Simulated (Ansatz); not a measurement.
Cost and result for the atomization energy of CH₈BGaSi (`C[B]([SiH3])[GaH2]`) (12 atoms, 11 bonds).

Cartesian coordinates in Å:
```
C -1.684 0.330 0.112
B -0.197 -0.140 0.050
Si 1.109 0.924 -1.072
Ga 0.597 -1.697 1.168
H -2.053 0.831 -0.787
H -2.416 -0.408 0.447
H -1.662 1.108 0.896
H 2.337 0.164 -1.445
H 1.553 2.078 -0.231
H 0.511 1.475 -2.323
H 0.674 -3.161 0.585
H 1.231 -1.504 2.599
```

The species carries charge 0 and has multiplicity 1. Correlated methods include outer-core shells of Ga, which these sets cover unevenly. Scalar relativity is left out up to krypton. The geometry is a stationary point of PBE0-D4/def2-TZVP. Program: Ansatz. All runs use 4 threads of an Arm Neoverse V1 on a shared host. Times are those of one run each, without the atoms' runs, and a repeat can differ threefold. Electronic energies, without spin–orbit coupling; frozen cores. CCSD(T)/CBS adds CCSD(T) − MP2 in def2-TZVPP to the MP2 limit, and its time is that of the two runs behind it. T1 = 0.014. With those shells the extrapolation isn't a true limit. B3LYP takes the VWN-RPA correlation (the form of Gaussian; ORCA's B3LYP/G). HSE06 is the plane-wave form, built on full-range PBE exchange.

CCSD(T)/CBS is a level of theory with its own doubt, some kJ/mol a heavy atom from the limit and from the frozen cores, so smaller differences don't rank the functionals.

```
                             level  functions  wall time  atomization (kJ/mol)  difference from CCSD(T)/CBS  per bond
   PBE-D4/def2-TZVPP (with forces)        264      3.5 s                3687.2                          8.3       0.8
                PBE0-D4/def2-TZVPP        264      4.5 s                3674.8                         -4.1      -0.4
               BHLYP-D4/def2-TZVPP        264      4.8 s                3639.9                        -39.0      -3.5
               HSE06-D4/def2-TZVPP        264      4.8 s                3675.9                         -3.0      -0.3
           CAM-B3LYP-D4/def2-TZVPP        264      5.5 s                3698.3                         19.4       1.8
r2SCAN-D4/def2-TZVPP (with forces)        264      6.5 s                3704.9                         26.0       2.4
 B3LYP-D4/def2-TZVPP (with forces)        264        7 s                3681.4                          2.5       0.2
               PBE-QIDH/def2-TZVPP        264      8.5 s                3665.0                        -13.9      -1.3
                  CCSD(T)/def2-SVP        118      8.5 s                3501.8                       -177.1     -16.1
                 B97M-V/def2-TZVPP        264       14 s                3724.8                         45.9       4.2
                    MP2/def2-QZVPP        513       35 s                3640.0                        -38.9      -3.5
                CCSD(T)/def2-TZVPP        264    3.9 min                3609.8                        -69.1      -6.3
                 CCSD(T)/CBS(def2)          –    4.4 min                3678.9                          0.0       0.0
```

At CCSD(T), def2-SVP lies −177.1 kJ/mol from the extrapolated value and def2-TZVPP −69.1 kJ/mol: correlation converges slowly with the basis, and small sets miss more of it in the bonded molecule than in its fragments. Leaving LDA and LC-ωPBE aside and taking each functional with its dispersion term where it has one, the values, not all of them listed here, spread over 99.0 kJ/mol, from revPBE-D4 to B97M-V. LDA lies +447.5 kJ/mol from PBE without D4, its usual overbinding. From BLYP to BHLYP (50 % exact exchange), in def2-TZVPP and without D4, the atomization energy moves by +21.4 kJ/mol.
